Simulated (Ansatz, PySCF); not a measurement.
This PySCF input computes a B3LYP/def2-TZVPD energy:

```python
from pyscf import gto, scf, dft

mol = gto.M(
    atom='''
    Sb    0.21348782    0.15155298   -0.00564657
    F    -1.38497171   -0.98317830    0.03663131
    F    -1.11370954    1.75804384    0.09439721
    F     1.28891696   -1.63366576   -0.09903129
    ''',
    basis='def2-tzvpd',
    ecp='def2-tzvp',
    charge=-1,
    spin=1,
    verbose=4,
)

mf = dft.UKS(mol, xc='b3lyp').density_fit(auxbasis='def2-universal-jkfit')
mf.grids.level = 3
mf.conv_tol = 1e-9
mf.max_cycle = 100
mf.max_memory = 1500
mf.kernel()
if not mf.converged:
    mf = mf.newton()
    mf.kernel(mf.make_rdm1())
for _ in range(2):
    mo, _, stable, _ = mf.stability(return_status=True)
    if stable:
        break
    mf.kernel(mf.make_rdm1(mo, mf.mo_occ))
mf.analyze()
```

**Question.** Write an input for the same energy in Ansatz (a first-principles code) and say what it gives.

**Answer.** 
Ansatz 0.2 input:
```yaml
crystal:
  periodic: [false, false, false]
  atoms:
    - {symbol: Sb, position_ang: [0.21348782, 0.15155298, -0.00564657]}
    - {symbol: F, position_ang: [-1.38497171, -0.98317830, 0.03663131]}
    - {symbol: F, position_ang: [-1.11370954, 1.75804384, 0.09439721]}
    - {symbol: F, position_ang: [1.28891696, -1.63366576, -0.09903129]}
basis:
  gaussian:
    orbitals: def2-TZVPD
hamiltonian:
  xc: {name: B3LYP}
total_charge: -1
magnetization: {spin_polarized: true, initial_magnetization: 1}
output: {forces: true}
```
It gives -540.15513 Eh, and PySCF -540.15516 Eh, a difference of 0.03 mEh, from the treatment of integrals and grids.
